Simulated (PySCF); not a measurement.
C2H7Al, SMILES [CH3][AlH][CH3] (connectivity only; charge and spin as stated), charge +1, multiplicity 2. Atoms are numbered in the order given.

```xyz
10

Al     0.7052     0.0960     0.0000
C     -0.5884    -1.6873     0.0000
H     -0.1669    -2.0774    -0.9397
H     -1.6411    -1.3879     0.0000
H     -0.1669    -2.0774     0.9397
C     -0.5763     1.5457     0.0000
H      0.0265     2.4729     0.0000
H     -1.2143     1.5242     0.8972
H     -1.2143     1.5242    -0.8972
H      2.1975    -0.3763     0.0000
```
Charge +1, spin multiplicity 2.

Geometry: PBE0-D3(BJ)/def2-SVP. The spin state was assumed, not searched. The isomer is the one that the SMILES or the coordinates give; other isomers of the formula were not compared.

Level of theory: TDA-PBE/def2-SVPD in PySCF.

Vertical excitations. Gas-phase values at a fixed geometry.

Question: Estimate the UV-visible absorptions. (The exact figures need the calculation; the answer reports its results.)

Answer: 
```tsv
state	energy (eV)	λ (nm)	f	main pairs
root 1	1.89	655	0.029	β HOMO→LUMO 96 %
root 2	3.77	329	0.000	β HOMO−2→LUMO 100 %
root 3	3.89	319	0.006	β HOMO−3→LUMO 71 %, β HOMO−1→LUMO 28 %
root 4	4.28	290	0.158	β HOMO−1→LUMO 65 %, β HOMO−3→LUMO 27 %
root 5	4.85	256	0.004	β HOMO−4→LUMO 99 %
root 6	4.88	254	0.002	β HOMO−5→LUMO 98 %
root 7	5.09	243	0.000	α HOMO→LUMO 73 %, β HOMO→LUMO+1 22 %
root 8	5.23	237	0.000	α HOMO→LUMO 25 %, α HOMO−1→LUMO 22 %, β HOMO→LUMO+1 52 %
root 9	5.70	217	0.001	α HOMO−1→LUMO 73 %, β HOMO→LUMO+1 26 %
root 10	6.40	194	0.001	α HOMO→LUMO+1 25 %, α HOMO−1→LUMO+1 24 %, β HOMO→LUMO+2 49 %
```
Unrestricted roots are not spin-pure.
